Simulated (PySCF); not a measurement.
Mapped SMILES: `[CH3:1]/[N:2]=[CH:3]/[C@@H:4]1[CH2:5][CH:6]=[CH:7][S:8]1`. Hydrogens are named by the atom that carries them. Ha(C5) is cis to C3 on the ring; Hb(C5) is trans to C3 on the ring.

Geometry: GFN2-xTB; GIAO shifts from PySCF 2.14.0 with density-fitted response routines, gas phase, non-relativistic, averaged over equivalent atoms.

At mPW1PW91/cc-pVDZ (161 basis functions, 21 s wall time on 1 thread of an AMD EPYC 7R13, shared host):
```tsv
atoms	δ (ppm)
C3	156.4
C7	128.3
C6	118.1
C4	56.9
C1	47.5
C5	41.2
N2	334.9
H(C3)	7.59
H(C7)	5.78
H(C6)	5.24
H(C4)	4.12
H(C1)	3.43
Hb(C5)	3.28
Ha(C5)	2.75
```

References, each an isolated molecule treated in the same way: $^{13}$C (σref 198.48), $^{1}$H (σref 31.79) against TMS; $^{15}$N (σref 274.00) vs NH3.

Q: Predict the values at LDA/pcSseg-1 on the same geometry.

A: 
```
 atoms  δ at LDA/pcSseg-1  change
    C3              166.8   +10.4
    C7              137.5    +9.2
    C6              126.9    +8.8
    C4               61.9    +5.0
    C1               52.4    +4.9
    C5               46.0    +4.8
    N2              380.2   +45.3
 H(C3)               7.61   +0.02
 H(C7)               5.78   +0.00
 H(C6)               5.29   +0.05
 H(C4)               4.49   +0.37
 H(C1)               3.66   +0.23
Hb(C5)               3.60   +0.32
Ha(C5)               3.05   +0.30
```

References, each an isolated molecule treated in the same way: $^{13}$C (183.31 ppm), $^{1}$H (31.27 ppm) vs TMS; $^{15}$N (273.93 ppm) vs NH3.

The largest change is at N2 (imine nitrogen). Cost: 188 basis functions, 36 s wall time on 1 thread of an AMD EPYC 7R13, shared host. The order of the carbon signals is the same at both levels.

Experimental scales use liquid or dissolved standards, which lie at an offset from isolated NH3 (liquid NH3: subtract about 20 ppm). Unscaled 15N shifts of sp2 nitrogen often come out too high even then, by a few to some tens of ppm.
